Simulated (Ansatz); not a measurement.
Consider the redistribution: `[F][Al]([SH])[O][SiH3]` + `BCOC#N` → `BC[O][Al]([F])[SH]` + `N#CO[SiH3]`.

Gas-phase electronic energies from Ansatz, PBE0-D4/def2-TZVP geometries. CCSD(T)/CBS adds triple-zeta CCSD(T) − MP2 to the extrapolated MP2 energy (def2 sets, frozen cores). Each species was taken in one conformer, which may not be the lowest.

`[F][Al]([SH])[O][SiH3]`:

Cartesian coordinates in Å:
```
F -2.901 0.278 -0.124
Al -1.436 -0.213 -0.675
S -1.387 -1.297 -2.542
O -0.052 0.122 0.189
Si 1.170 0.538 1.181
H -0.049 -1.422 -2.484
H 1.428 1.997 1.078
H 0.826 0.199 2.586
H 2.399 -0.201 0.791
```

`BCOC#N`:

Cartesian coordinates in Å:
```
B 0.736 1.300 0.630
C -0.180 0.107 0.269
O 0.290 -0.633 -0.891
C -0.439 -1.631 -1.227
N -1.076 -2.537 -1.554
H 0.415 1.958 1.573
H 1.715 1.557 0.002
H -0.258 -0.581 1.122
H -1.202 0.460 0.076
```

`BC[O][Al]([F])[SH]`:

```xyz
11

B    -1.114    1.549    0.338
C    -0.953    0.089    0.825
O     0.177   -0.637    0.405
Al    0.979   -0.825   -1.052
F     0.309   -0.329   -2.470
S     2.908   -1.795   -1.113
H    -0.303    2.067   -0.376
H    -2.070    2.169    0.703
H    -0.961    0.122    1.929
H    -1.880   -0.461    0.588
H     2.908   -1.948    0.223
```

`N#CO[SiH3]`:

Cartesian coordinates in Å:
```
N -1.351 2.272 -0.696
C -0.552 1.439 -0.691
O 0.348 0.532 -0.709
Si 0.373 -0.807 0.335
H 1.592 -1.531 -0.071
H 0.446 -0.310 1.725
H -0.857 -1.596 0.107
```

| level | ΔE (kJ/mol) |
| --- | --- |
| HF/def2-QZVPP | 50.9 |
| MP2/CBS(def2) | 41.5 |

(1) What does CCSD(T)/CBS give? (Estimate.)

Largest T1 diagnostic among the species: 0.014.

## Answers

(1) The calculation gave: +41.5 kJ/mol. The listed levels differ from it by 9.4, 0.0 kJ/mol.

In def2-TZVPP, CCSD(T) changes the Hartree–Fock value by −8.5 kJ/mol (the triples alone add −1.0 kJ/mol) and MP2 by −8.6 kJ/mol. From PBE to PBE0 (25 % exact exchange), in def2-TZVPP and without D4, ΔE moves by +3.4 kJ/mol.
